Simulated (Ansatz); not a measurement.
CH$_{5}$ClMoN$_{2}$O (`C[N]=[Mo]([NH2])(=[O])[Cl]`). The species carries charge 0 and has multiplicity 1. Correlated methods include outer-core shells of Mo, which these sets cover unevenly. Mo takes the def2 core potential.

```xyz
11

C    -0.139    1.580    1.308
N    -0.265    0.666    0.231
Mo   -0.454   -0.930   -0.386
N     1.014   -1.180   -1.609
O    -0.374   -2.037    0.875
Cl   -2.483   -1.059   -1.434
H    -0.058    1.065    2.271
H    -1.008    2.245    1.332
H     0.752    2.200    1.162
H     1.382   -2.097   -1.819
H     1.633   -0.452   -1.931
```

Question: Give the diagnostics of a CCSD(T)/def2-TZVPP run (frozen core, the Gaussian-basis code of Ansatz). (An estimate is asked.)

Answer: Ansatz gave: T1 = 0.0219, largest single amplitude 0.052, largest double 0.049, (T) share of the correlation energy 5.7 %, 15 CCSD cycles. The RHF solution is unstable towards an unrestricted one. T1 lies over the customary mark of 0.02 for closed shells; compounds of d metals often pass it without a breakdown.
